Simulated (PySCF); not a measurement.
B(Br)2(OH) (BBr2HO), SMILES OB(Br)Br.

Coordinates come from a PBE0-D3(BJ)/def2-SVP optimisation. The values are those of a single conformer.

Calculation: PySCF with TDDFT-PBE/def2-SVPD.

Vertical excitations. The molecule is in vacuum. State labels are in the subgroup Cs.

```json
[
 {"state": "S1", "symmetry": "A\"", "energy (eV)": "5.33", "λ (nm)": "233", "f": "0.000", "main pairs": "HOMO→LUMO 100 %"},
 {"state": "S2", "symmetry": "A\"", "energy (eV)": "6.10", "λ (nm)": "203", "f": "0.000", "main pairs": "HOMO−2→LUMO 100 %"},
 {"state": "S3", "symmetry": "A'", "energy (eV)": "6.16", "λ (nm)": "201", "f": "0.117", "main pairs": "HOMO−1→LUMO 64 %, HOMO→LUMO+1 25 %"},
 {"state": "S4", "symmetry": "A'", "energy (eV)": "6.18", "λ (nm)": "201", "f": "0.003", "main pairs": "HOMO→LUMO+1 74 %, HOMO−1→LUMO 24 %"},
 {"state": "S5", "symmetry": "A\"", "energy (eV)": "6.60", "λ (nm)": "188", "f": "0.000", "main pairs": "HOMO−1→LUMO+1 99 %"},
 {"state": "S6", "symmetry": "A'", "energy (eV)": "6.76", "λ (nm)": "183", "f": "0.010", "main pairs": "HOMO−3→LUMO 76 %, HOMO−2→LUMO+1 19 %"},
 {"state": "S7", "symmetry": "A'", "energy (eV)": "6.90", "λ (nm)": "180", "f": "0.111", "main pairs": "HOMO→LUMO+2 87 %"},
 {"state": "S8", "symmetry": "A'", "energy (eV)": "7.07", "λ (nm)": "175", "f": "0.123", "main pairs": "HOMO−2→LUMO+1 78 %, HOMO−3→LUMO 16 %"},
 {"state": "S9", "symmetry": "A\"", "energy (eV)": "7.08", "λ (nm)": "175", "f": "0.022", "main pairs": "HOMO−3→LUMO+1 99 %"},
 {"state": "S10", "symmetry": "A\"", "energy (eV)": "7.14", "λ (nm)": "174", "f": "0.001", "main pairs": "HOMO−1→LUMO+2 98 %"},
 {"state": "T1", "symmetry": "A\"", "energy (eV)": "5.19", "λ (nm)": "239", "f": "0", "main pairs": "HOMO→LUMO 100 %"},
 {"state": "T2", "symmetry": "A'", "energy (eV)": "5.47", "λ (nm)": "227", "f": "0", "main pairs": "HOMO−1→LUMO 99 %"},
 {"state": "T3", "symmetry": "A'", "energy (eV)": "5.82", "λ (nm)": "213", "f": "0", "main pairs": "HOMO−3→LUMO 99 %"},
 {"state": "T4", "symmetry": "A\"", "energy (eV)": "5.96", "λ (nm)": "208", "f": "0", "main pairs": "HOMO−2→LUMO 100 %"}
]
```
Triplets are in the Tamm–Dancoff approximation, which puts them higher than full response would, so one can lie above its singlet here.
